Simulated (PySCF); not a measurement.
SMILES [SiH3]CCS, C2H8SSi

Cartesian coordinates in Å; atom numbers follow the order of the lines, from 1:
```xyz
12

Si    1.829    0.161   -0.020
C    -0.014    0.132   -0.442
C    -0.887   -0.424    0.673
S    -2.656   -0.563    0.258
H     2.323   -1.225    0.246
H     2.610    0.744   -1.154
H     2.070    0.988    1.204
H    -0.157   -0.459   -1.362
H    -0.323    1.162   -0.690
H    -0.596   -1.457    0.922
H    -0.779    0.161    1.600
H    -2.871    0.757    0.069
```

Theory: GIAO wB97X/aug-pcSseg-1 magnetisability, rotational g tensor and spin-rotation constants, non-relativistic, gas phase (PySCF). Geometry: PBE0-D3(BJ)/def2-SVP.

How diamagnetic is it, and how anisotropic?

Isotropic -1087 × 10⁻³⁰ J/T², or -65.4 × 10⁻⁶ cm³/mol; principal values -1183, -1053, -1023 × 10⁻³⁰ J/T², anisotropy 148 × 10⁻³⁰ J/T² (root of half the summed squared differences of the principal values). The susceptibility is in cgs units.

Split it along the inertial axes a, b, c into diamagnetic and paramagnetic parts about the centre of mass, with the quadrupole moment.


| axis | χ (10⁻⁶ cm³/mol) | diamagnetic (10⁻⁶ cm³/mol) | paramagnetic (10⁻⁶ cm³/mol) | summed x² of all electrons (Å²) | quadrupole Θ (D Å) |
| --- | --- | --- | --- | --- | --- |
| a | -70.8 | -160.3 | 89.5 | 197.9 | -6.62 |
| b | -63.7 | -907.2 | 843.5 | 21.8 | +2.58 |
| c | -61.8 | -932.2 | 870.4 | 15.9 | +4.03 |

Anisotropies 2χaa − χbb − χcc = -16.1 and 2χbb − χaa − χcc = +5.2 × 10⁻⁶ cm³/mol. Θ is traceless in Buckingham's convention.

And the rotational g tensor?


```
axis  rotational constant (GHz)        g  nuclear part  electronic part
   a                    20.9053  -0.0360        0.8432          -0.8792
   b                     1.4303  -0.0109        0.5559          -0.5668
   c                     1.3933  -0.0124        0.5573          -0.5697
```
Asymmetric top; isotopes 12C, 1H, 32S, 28Si; no vibrational averaging.
